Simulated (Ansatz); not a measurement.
H5Au3. Total charge 0; singlet. Geometry r2SCAN-D4/def2-SVP.

```xyz
8

Au    1.494   -0.198    0.812
Au   -0.736    0.903   -0.211
Au   -0.028   -1.961   -0.491
H     0.950   -3.175   -0.176
H    -0.561    2.392    0.289
H    -2.010    1.591   -0.778
H     2.060    1.113    1.448
H    -1.170   -0.666   -0.893
```

In the def2 sets Au takes a core potential; there is no spin–orbit coupling. The structure comes from a short search, and lower isomers may exist.

(1) Estimate the orbital energies around the gap (eV) in Ansatz with PBE-D4/def2-SVP, r2SCAN-D4/def2-TZVP, r2SCAN-D4/def2-TZVPD, PBE0-D4/def2-TZVP, BHLYP-D4/def2-TZVP.

Results:

(1) 
```json
{"orbital": "HOMO−13", "PBE-D4/def2-SVP": "-9.68", "r2SCAN-D4/def2-TZVP": "-9.96", "r2SCAN-D4/def2-TZVPD": "-9.85", "PBE0-D4/def2-TZVP": "-11.34", "BHLYP-D4/def2-TZVP": "-13.00"}
{"orbital": "HOMO−12", "PBE-D4/def2-SVP": "-9.30", "r2SCAN-D4/def2-TZVP": "-9.58", "r2SCAN-D4/def2-TZVPD": "-9.48", "PBE0-D4/def2-TZVP": "-10.96", "BHLYP-D4/def2-TZVP": "-12.62"}
{"orbital": "HOMO−11", "PBE-D4/def2-SVP": "-9.18", "r2SCAN-D4/def2-TZVP": "-9.47", "r2SCAN-D4/def2-TZVPD": "-9.40", "PBE0-D4/def2-TZVP": "-10.70", "BHLYP-D4/def2-TZVP": "-12.18"}
{"orbital": "HOMO−10", "PBE-D4/def2-SVP": "-8.76", "r2SCAN-D4/def2-TZVP": "-9.05", "r2SCAN-D4/def2-TZVPD": "-8.98", "PBE0-D4/def2-TZVP": "-10.37", "BHLYP-D4/def2-TZVP": "-11.92"}
{"orbital": "HOMO−9", "PBE-D4/def2-SVP": "-8.45", "r2SCAN-D4/def2-TZVP": "-8.72", "r2SCAN-D4/def2-TZVPD": "-8.67", "PBE0-D4/def2-TZVP": "-9.92", "BHLYP-D4/def2-TZVP": "-11.35"}
{"orbital": "HOMO−8", "PBE-D4/def2-SVP": "-8.40", "r2SCAN-D4/def2-TZVP": "-8.67", "r2SCAN-D4/def2-TZVPD": "-8.58", "PBE0-D4/def2-TZVP": "-9.81", "BHLYP-D4/def2-TZVP": "-11.26"}
{"orbital": "HOMO−7", "PBE-D4/def2-SVP": "-8.29", "r2SCAN-D4/def2-TZVP": "-8.57", "r2SCAN-D4/def2-TZVPD": "-8.50", "PBE0-D4/def2-TZVP": "-9.77", "BHLYP-D4/def2-TZVP": "-11.19"}
{"orbital": "HOMO−6", "PBE-D4/def2-SVP": "-8.19", "r2SCAN-D4/def2-TZVP": "-8.47", "r2SCAN-D4/def2-TZVPD": "-8.42", "PBE0-D4/def2-TZVP": "-9.73", "BHLYP-D4/def2-TZVP": "-11.09"}
{"orbital": "HOMO−5", "PBE-D4/def2-SVP": "-7.95", "r2SCAN-D4/def2-TZVP": "-8.23", "r2SCAN-D4/def2-TZVPD": "-8.16", "PBE0-D4/def2-TZVP": "-9.53", "BHLYP-D4/def2-TZVP": "-11.05"}
{"orbital": "HOMO−4", "PBE-D4/def2-SVP": "-7.85", "r2SCAN-D4/def2-TZVP": "-8.14", "r2SCAN-D4/def2-TZVPD": "-8.09", "PBE0-D4/def2-TZVP": "-9.35", "BHLYP-D4/def2-TZVP": "-10.77"}
{"orbital": "HOMO−3", "PBE-D4/def2-SVP": "-7.62", "r2SCAN-D4/def2-TZVP": "-7.90", "r2SCAN-D4/def2-TZVPD": "-7.85", "PBE0-D4/def2-TZVP": "-9.17", "BHLYP-D4/def2-TZVP": "-10.64"}
{"orbital": "HOMO−2", "PBE-D4/def2-SVP": "-7.54", "r2SCAN-D4/def2-TZVP": "-7.79", "r2SCAN-D4/def2-TZVPD": "-7.73", "PBE0-D4/def2-TZVP": "-8.73", "BHLYP-D4/def2-TZVP": "-9.79"}
{"orbital": "HOMO−1", "PBE-D4/def2-SVP": "-7.31", "r2SCAN-D4/def2-TZVP": "-7.61", "r2SCAN-D4/def2-TZVPD": "-7.57", "PBE0-D4/def2-TZVP": "-8.42", "BHLYP-D4/def2-TZVP": "-9.37"}
{"orbital": "HOMO", "PBE-D4/def2-SVP": "-6.84", "r2SCAN-D4/def2-TZVP": "-7.09", "r2SCAN-D4/def2-TZVPD": "-7.05", "PBE0-D4/def2-TZVP": "-7.82", "BHLYP-D4/def2-TZVP": "-8.66"}
{"orbital": "LUMO", "PBE-D4/def2-SVP": "-3.73", "r2SCAN-D4/def2-TZVP": "-3.71", "r2SCAN-D4/def2-TZVPD": "-3.70", "PBE0-D4/def2-TZVP": "-3.14", "BHLYP-D4/def2-TZVP": "-2.43"}
{"orbital": "LUMO+1", "PBE-D4/def2-SVP": "-2.74", "r2SCAN-D4/def2-TZVP": "-2.63", "r2SCAN-D4/def2-TZVPD": "-2.68", "PBE0-D4/def2-TZVP": "-2.08", "BHLYP-D4/def2-TZVP": "-1.30"}
{"orbital": "LUMO+2", "PBE-D4/def2-SVP": "-1.92", "r2SCAN-D4/def2-TZVP": "-1.68", "r2SCAN-D4/def2-TZVPD": "-1.91", "PBE0-D4/def2-TZVP": "-1.37", "BHLYP-D4/def2-TZVP": "-0.88"}
{"orbital": "LUMO+3", "PBE-D4/def2-SVP": "-1.02", "r2SCAN-D4/def2-TZVP": "-0.84", "r2SCAN-D4/def2-TZVPD": "-0.83", "PBE0-D4/def2-TZVP": "-0.27", "BHLYP-D4/def2-TZVP": "0.53"}
{"orbital": "LUMO+4", "PBE-D4/def2-SVP": "0.06", "r2SCAN-D4/def2-TZVP": "0.36", "r2SCAN-D4/def2-TZVPD": "0.27", "PBE0-D4/def2-TZVP": "0.55", "BHLYP-D4/def2-TZVP": "1.03"}
{"orbital": "LUMO+5", "PBE-D4/def2-SVP": "0.44", "r2SCAN-D4/def2-TZVP": "0.71", "r2SCAN-D4/def2-TZVPD": "0.64", "PBE0-D4/def2-TZVP": "0.89", "BHLYP-D4/def2-TZVP": "1.36"}
```
